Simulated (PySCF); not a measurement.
C₂H₈FNOSi. Atoms are numbered in the order given.

```xyz
14

C      1.6511    -0.4745     0.7983
Si     0.2511     0.2882    -0.1703
N     -0.2574     1.6957     0.6932
O      0.6212     0.6930    -1.7505
C     -1.0936    -1.0209    -0.4063
F     -1.4488    -1.4942     0.8657
H      2.1687    -1.2401     0.1985
H      1.2519    -0.9731     1.6971
H      2.3988     0.2688     1.1187
H     -1.1223     2.1711     0.4525
H     -0.0911     1.7521     1.6931
H      1.1525     1.4916    -1.8537
H     -1.9994    -0.6215    -0.9000
H     -0.7479    -1.8780    -1.0143
```
Charge 0, spin multiplicity 1.

Coordinates come from a r2SCAN-D4/def2-SVP optimisation. The structure was generated by enumeration; whether it is a known compound was not checked. Other conformers were not sampled.

All values below come from PySCF with SMD-B3LYP/6-31G*.

Solvation free energies are E(SMD) − E(gas) at the gas-phase geometry, for 1 M in both phases. In vacuum the dipole moment is 1.90 D.

| solvent | ΔG(solv) (kcal/mol) | its non-electrostatic (CDS) part | dipole (D) |
|---|---|---|---|
| water | -5.3 | 5.1 | 2.32 |
| N,N-dimethylformamide | (withheld) | (withheld) | (withheld) |
| 2-propanol | -7.7 | 1.4 | 2.27 |

Problem. Complete the blanks. (The exact figures need the calculation; the answer reports its results.)

Solution. 
- N,N-dimethylformamide, ΔG(solv) (kcal/mol): -5.9
- N,N-dimethylformamide, its non-electrostatic (CDS) part: 1.2
- N,N-dimethylformamide, dipole (D): 2.19
